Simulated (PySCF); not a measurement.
Species: C₆H₉FN (doublet state).
Structure used (GFN2-xTB), in Å, numbered top down from 1:
```
atom  x, y, z in Å
C1     2.753    0.557    0.509
C2     1.721   -0.480    0.064
N3     0.510   -0.292    0.795
C4    -0.617   -0.187    0.185
C5    -2.013    0.013    0.754
C6    -2.549    0.024   -0.699
C7    -1.138   -0.178   -1.114
F8    -0.625   -0.270   -2.349
H9     2.428    1.554    0.221
H10    3.713    0.350    0.045
H11    2.861    0.528    1.590
H12    1.587   -0.440   -1.026
H13    2.097   -1.477    0.327
H14   -2.365   -0.812    1.367
H15   -2.139    0.947    1.295
H16   -3.230   -0.790   -0.952
H17   -3.001    0.963   -1.023
```

The hyperfine couplings belong to this conformer and change with its torsions.

Identity: `CC/N=C1/CC[C]1F` [radical].

Level of theory: UKS B3LYP, pcH-1 on C F H N, non-relativistic, mean-field spin-orbit, GIAO in PySCF 2.14.0. Isolated species at its GFN2-xTB geometry (one conformer only). A GFN2-xTB geometry isn't a minimum of the functional, and hyperfine couplings can be far from their values at a DFT geometry. The SCF solution wasn't tested for stability.

Mulliken spin populations: C1 +0.017, C2 -0.030, N3 +0.477, C4 -0.187, C5 +0.013, C6 -0.059, C7 +0.614, F8 +0.049, H9 +0.001, H10 +0.004, H11 -0.002, H12 0.000, H13 +0.030, H14 -0.002, H15 -0.003, H16 +0.039, H17 +0.040. Main spin sites, with 60 % or more of the largest population: N3, C7; positions count bonds from the nearest.

Question: What dipolar couplings does the calculation give for H9, H10, H11, H12, H13, H14, H15, H16, H17?

Answer: 
```tsv
atom	position	distance from C7 (Å)	T1 (MHz)	T2	T3
H9	3 bonds from N3	4.18	-2.52	-1.45	3.96
H10	3 bonds from N3	5.02	-1.69	-1.05	2.75
H11	3 bonds from N3	4.88	-2.52	-1.73	4.25
H12	2 bonds from N3	2.74	-3.75	-0.18	3.93
H13	2 bonds from N3	3.77	-3.45	-2.31	5.76
H14	3 bonds from C7	2.84	-2.42	-0.69	3.11
H15	3 bonds from C7	2.84	-2.45	-0.68	3.12
H16	2 bonds from C7	2.19	-3.20	-2.78	5.98
H17	2 bonds from C7	2.19	-3.17	-2.74	5.91
```

Question: Estimate them with point dipoles: put each population ρk at its nucleus, leave out the nucleus itself and the atom bound to it, and sum T = Σ [ρk/(2S)]·C·(3 n nᵀ − 1)/r³ with C = μ0 gₑ μB g_N μN/(4π h) = 79.06 MHz Å³.

Answer: 
| atom | T1 (MHz) | T2 | T3 | T3, computed | difference in T3 (%) |
| --- | --- | --- | --- | --- | --- |
| H9 | -2.09 | -1.58 | 3.66 | 3.96 | -8 |
| H10 | -1.06 | -0.93 | 1.99 | 2.75 | -27 |
| H11 | -2.12 | -2.08 | 4.21 | 4.25 | -1 |
| H12 | -5.69 | -0.21 | 5.90 | 3.93 | +50 |
| H13 | -4.71 | -4.04 | 8.75 | 5.76 | +52 |
| H14 | -2.22 | -0.33 | 2.56 | 3.11 | -18 |
| H15 | -2.22 | -0.32 | 2.54 | 3.12 | -19 |
| H16 | -5.17 | -3.92 | 9.08 | 5.98 | +52 |
| H17 | -5.16 | -3.92 | 9.08 | 5.91 | +54 |

In T3 the estimate is closest for H11 (-1 %, 4.88 Å from C7) and worst for H17 (+54 %, 2.19 Å).

On one thread, Arm Neoverse V2 (aarch64), no GPU, shared host, this took 89 s (grids of density and orbitals included) and 0.97 GiB of memory at its peak.
